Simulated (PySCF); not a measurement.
Be(OSiH3)2 (BeH₆O₂Si₂), SMILES [SiH3][O][Be][O][SiH3].

Coordinates come from a B3LYP-D3(BJ)/def2-SVP optimisation. The structure was generated by enumeration; whether it is a known compound was not checked. The values are those of a single conformer.

Two levels are set side by side: TDDFT-PBE/def2-SVPD (PySCF) and TDDFT-M06-2X/def2-SVPD (PySCF). Vertical, same geometry. The lowest singlet is HOMO−1→LUMO 99 % with PBE and HOMO→LUMO 65 %, HOMO−1→LUMO 15 % with the other functional; states are paired by order. Differences are taken from unrounded values.

```
quantity                              TDDFT-M06-2X  TDDFT-PBE  TDDFT-PBE minus TDDFT-M06-2X
------------------------------------  ------------  ---------  ----------------------------
lowest singlet excitation (eV)                7.20       5.99                         -1.21
lowest triplet excitation (TDA) (eV)          6.99       5.86                         -1.13
```

A lower first singlet is the usual sign of a functional without exact exchange. Differences between two approximate levels are no errors against the true value.

Rough cost on one machine, each run with all the roots and properties that it gave: TDDFT-M06-2X against TDDFT-PBE about 10 times.
